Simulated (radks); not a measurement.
Task: Species: the manganese ion Mn+. Configuration: [Ar] 3d4 4s1 4p1 (not the ground configuration). Method: scalar-relativistic Kohn-Sham, PBE, spin-unpolarised, spherical densities, finite nucleus; Fermi nuclear charge, rms radius 3.7057 fm; computed with a radial shooting solver on a logarithmic mesh with Libxc functionals. Some entries of the table are withheld. Estimate them.

orbital  occ.  eigenvalue (hartree)  <1/r> (bohr^-1)
1s          2             -236.8774            24.93
2s          2             -27.96142              (1)
2p          6             -23.77861              (2)
3s          2              -3.74116            1.673
3p          6                   (3)            1.540
3d          4              -0.79127              (4)
4s          1                   (5)           0.4973
4p          1              -0.33019              (6)

Result: 
(1) 2s <1/r> (bohr^-1): 5.304
(2) 2p <1/r> (bohr^-1): 5.202
(3) 3p eigenvalue (hartree): -2.58351
(4) 3d <1/r> (bohr^-1): 1.213
(5) 4s eigenvalue (hartree): -0.52610
(6) 4p <1/r> (bohr^-1): 0.4013
